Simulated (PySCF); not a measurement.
**P⁺: excitation energy**

P⁺ [Ne] 3s2 3p2 (3P) → P⁺ [Ne] 3s2 3p1 4s1 (3P), as a difference of total energies. Computed with PySCF 2.14 in aug-cc-pCVTZ-DK, with the spin-free X2C one-electron Hamiltonian (Gaussian nucleus). Correlated levels: valence: [Ne] frozen; valence and next inner shell: 1s2 frozen; nothing frozen. The calculations carry no spin-orbit coupling.

| method | excitation energy (eV) |
| --- | --- |
| UHF | 10.506 |
| LDA | 10.515 |
| PBE0 | 10.640 |
| wB97X-V | 10.760 |
| wB97X | 10.917 |
| LC-wPBE | 10.996 |
| MP2 (valence) | 10.678 |
| SCS-MP2 (valence) | 10.648 |
| MP2 (valence and next inner shell) | 10.677 |
| SCS-MP2 (valence and next inner shell) | 10.650 |
| MP2 (all electrons) | 10.680 |
| SCS-MP2 (all electrons) | 10.652 |

Errors of the correlated levels include the incompleteness of this basis and the frozen core.

Which method comes closest to the reference value, and which is furthest?

The reference is 10.740 eV (measured; NIST levels, between the centres of gravity of the two terms). Closest: wB97X-V (error 0.020 eV); furthest: LC-wPBE (error 0.256 eV).
